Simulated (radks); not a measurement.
Results of a calculation; reference values are marked as such.
Spin polarisation of the 5d6 shell in Os. Start: [Xe] 4f14 5d(up 3, down 3) 6s2; electrons of 5d are moved from spin down to spin up, other shells keep equal spins. Level of theory: scalar-relativistic Kohn-Sham, r2SCAN, spin-polarised, spherical densities, finite nucleus; meta-GGA in the generalised Kohn-Sham scheme; Fermi nuclear charge, rms radius of each element as measured or else 0.836 A^(1/3) + 0.57 fm (a radial shooting solver on a logarithmic mesh with Libxc functionals).

moment (Bohr magnetons)	E - E(0) (eV)	e(5d up) (eV)	e(5d down) (eV)	6s down minus up (eV)
0	0.000	-6.394	-6.394	0.000
1	-0.203	-6.781	-5.969	0.372
2	-0.812	-7.129	-5.506	0.737
3	-1.826	-7.436	-5.001	1.094
4	-3.248	-7.703	-4.444	1.455

At moment 4 the spin-polarisation energy is -3.248 eV and the 5d exchange splitting 3.259 eV, that is 0.815 eV per Bohr magneton; E = -I m^2/4 would give I = 0.812 eV.
